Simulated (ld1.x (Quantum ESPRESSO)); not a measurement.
## Building the TM potential for Ge (PBE, scalar-relativistic).

```json
{
  "Element": "Ge (Z = 32)",
  "Generator": "ld1.x (Quantum ESPRESSO) 7.5",
  "Type": "norm-conserving Troullier–Martins (Kleinman–Bylander form)",
  "Functional": "PBE",
  "Relativity": "scalar-relativistic",
  "Frozen core": "[Ne]",
  "Valence charge": "22",
  "Reference configuration": "3s2 3p6 3d10 4s1 4p3",
  "Partial waves": "3s (bound): rc 0.95 bohr; 3p (bound): rc 0.46 bohr; 3d (bound): rc 1.15 bohr",
  "Local potential": "the d channel",
  "Core correction": "none"
}
```

Occupied shells without a wave of their own: 4p, 4s. They enter only through the test configuration that unscreens the potential.

Tests: 3s2 3p6 3d10 4s2 4p2; 3s2 3p6 3d10 4s2 4p1; 3s2 3p6 3d10 4s2 4p0; 3s2 3p6 3d9 4s2 4p3; 3s2 3p6 3d10 4s1 4p0; 3s2 3p5 3d10 4s2 4p2; 3s2 3p6 3d10 4s0 4p0. Which has the largest error in its energy relative to the reference configuration, and how large is it?

3s2 3p6 3d10 4s2 4p0, with +3249 meV (all-electron minus pseudo) on +14.91 eV.

A Bessel basis up to 400 Ry misses an occupied level by 0.05 Ry, so cutoffs and ghosts were not judged. The potential misses its own reference levels by up to 1.2 eV, so it is not fit for use.
